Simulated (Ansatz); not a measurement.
One change: `[F][InH][SiH3]` becomes `[F][In]([F])[SiH3]`.

Ansatz, PBE0-D4/def2-TZVP geometries, multiplicity 1. 

Elements past krypton have def2 core potentials.

```csv
property,`[F][InH][SiH3]`
HOMO energy (ωB97M-V/def2-TZVPP) / eV,-9.91
LUMO energy (PBE/def2-TZVPP) / eV,-2.75
HOMO–LUMO gap (PBE0/def2-TZVPP) / eV,5.84
HOMO–LUMO gap (ωB97M-V/def2-TZVPP) / eV,9.42
size of the dipole moment (ωB97M-V/def2-TZVPP) / D,3.17
size of the dipole moment (B3LYP/def2-TZVPP) / D,3.18
```

(1) What does the change do to each property? (Estimate.)

## Answers

(1) Computed: 
```csv
property,`[F][In]([F])[SiH3]`,shift
HOMO energy (ωB97M-V/def2-TZVPP) / eV,-10.97,-1.06
LUMO energy (PBE/def2-TZVPP) / eV,-2.65,0.10
HOMO–LUMO gap (PBE0/def2-TZVPP) / eV,6.93,1.09
HOMO–LUMO gap (ωB97M-V/def2-TZVPP) / eV,10.60,1.18
size of the dipole moment (ωB97M-V/def2-TZVPP) / D,4.87,1.70
size of the dipole moment (B3LYP/def2-TZVPP) / D,4.94,1.76
```

With PBE0 the HOMO falls by 1.01 eV and the LUMO rises by 0.09 eV, so the gap widens by about 1.10 eV. PBE moves the HOMO by -0.84 eV and ωB97M-V by -1.06 eV. Dipoles are sizes alone; their direction can turn.

B3LYP here is the variant with VWN-RPA as its local correlation; programs differ in this.
